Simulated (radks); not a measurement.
Results of a calculation; reference values are marked as such.
Question: Radial electron density D(r) = 4 pi r^2 rho(r) of an atom or ion with 34 electrons. Level of theory: scalar-relativistic Kohn-Sham, PBEsol, spin-polarised, spherical densities, finite nucleus; Fermi nuclear charge, rms radius of each element as measured or else 0.836 A^(1/3) + 0.57 fm (a radial shooting solver on a logarithmic mesh with Libxc functionals).

| r (bohr) | D(r) (e/bohr) | spin D(r) |
|---|---|---|
| 0.004173 | 14.42 | 0.0000703 |
| 0.005348 | 20.49 | 0.000403 |
| 0.006908 | 28.50 | 0.00134 |
| 0.008852 | 37.66 | 0.00360 |
| 0.01143 | 47.59 | 0.00911 |
| 0.01465 | 55.96 | 0.0209 |
| 0.01878 | 60.97 | 0.0453 |
| 0.02426 | 61.00 | 0.0937 |
| 0.03108 | 56.95 | 0.174 |
| 0.04015 | 53.15 | 0.296 |
| 0.05145 | 55.83 | 0.425 |
| 0.06646 | 66.69 | 0.490 |
| 0.08517 | 76.94 | 0.387 |
| 0.1091 | 75.06 | 0.130 |
| 0.141 | 60.53 | -0.00437 |
| 0.1807 | 51.41 | 0.362 |
| 0.2334 | 57.75 | 1.00 |
| 0.2991 | 61.77 | 0.918 |
| 0.3863 | 45.41 | 0.0945 |
| 0.495 | 23.36 | 0.421 |
| 0.6344 | 13.81 | 2.38 |
| 0.8195 | 10.95 | 3.33 |
| 1.05 | 5.659 | 1.95 |
| 1.356 | 1.276 | 0.463 |
| 1.738 | 0.1174 | 0.0442 |
| 2.245 | 0.002986 | 0.00116 |

What is the nuclear charge?

Answer: Z = 48. The innermost maximum, from 1s, lies near gamma/Z bohr with gamma = sqrt(1 - (Z/c)^2) = 0.937, here 0.0195 bohr (found: 0.0213), and its height grows with Z. The density is that of the cadmium ion Cd14+ in [Ar] 3d10 4s2 4p4; the configuration itself is not fixed sharply by these data, and Z only to a few units. D(r) has 3 maxima, at r = 0.0213, 0.0938, 0.283 bohr, and minima at 0.0421, 0.184 bohr, inside which lie 2.01, 11.12 electrons.
